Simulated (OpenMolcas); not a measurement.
**Sn: effect of the basis set**

| Quantity | Value |
| --- | --- |
| Program | OpenMolcas 26.06 |
| Method | CASSCF |
| Active space | 4 electrons in 8 orbitals (5s 5p 6s 6p) |
| State averaging | 2S+1 = 3 even, 3 roots; 2S+1 = 1 even, 6 roots; 2S+1 = 5 odd, 1 root; 2S+1 = 3 odd, 5 roots |
| Spin-orbit coupling | state interaction with AMFI integrals over the reference wave functions, term energies averaged over their components |

A. ANO-R2 [7s6p4d2f1g], X2C, finite nucleus; cost of the order of 11 core-seconds
B. ANO-RCC-VTZP [7s6p4d2f1g], DKH2, point nucleus; cost of the order of 16 core-seconds
C. ANO-RCC-VQZP [8s7p5d3f2g], DKH2, point nucleus; cost roughly 22 core-seconds
D. ANO-RCC [10s9p8d5f3g], DKH2, point nucleus; cost roughly 60 core-seconds

Energies in cm⁻¹ above 5s² 5p² ³P₀, the measured ground level; measured values from NIST Handbook of Basic Atomic Spectroscopic Data.

| Level | A | B | C | D | Measured |
| --- | --- | --- | --- | --- | --- |
| 5s² 5p² ³P₀ | 0.0 | 0.0 | 0.0 | 0.0 | 0.0 |
| 5s² 5p² ³P₁ | 1386 | 1359 | 1374 | 1365 | 1692 |
| 5s² 5p² ³P₂ | 2994 | 2944 | 2981 | 2961 | 3428 |
| 5s² 5p² ¹D₂ | 10048 | 9894 | 9933 | 9903 | 8613 |
| 5s² 5p² ¹S₀ | 16661 | 16218 | 16252 | 16201 | 17162 |
| 5s 5p³ ⁵S°₂ | 29569 | 29574 | 29653 | 29648 | 39626 |

Deviations, from unrounded energies. A percentage is the sum of absolute deviations over the sum of measured energies, with the sign that they share, or ± where signs differ.

```csv
Against measurement,Levels,A,B,C,D
mean absolute deviation (cm-1),5,2500,2600,2600,2600
fine structure of the ground term (%),2,-14.4,-15.9,-14.9,-15.5
other terms of the ground configuration (%),2,±7.5,±8.6,±8.7,±8.7
other configurations (%),1,-25.4,-25.4,-25.2,-25.2
```

A, B, C, D lie about equally close to measurement. The largest miss of A in the table is 5s 5p³ ⁵S°₂, by -10000 cm-1. The ranking rests on the paired levels alone, and a cruder setting can come out closer through cancelling errors.

Among A to D the level of the table that moves most is 5s² 5p² ¹S₀, by 460 cm-1 (lowest in D, highest in A).

Active for correlation alone: 6p 6s; no level in the range computed is led by a configuration that fills them, so any true level of that kind is missing. Terms of s pⁿ other than that of highest spin mix with s² pⁿ⁻² d, which this space lacks; all of them can be thousands of cm-1 off, and some have no real level of that name. Measured partners are found by configuration, term and J. A level has none where our copy of the source lacks it or the pairing is in doubt (some pairs that miss far off the trend of their configuration count as doubtful), and it then counts in no deviation. Levels of configurations outside the active space are missing. Levels that lie high or do not pair safely by name in every column are left out.

° marks odd parity.
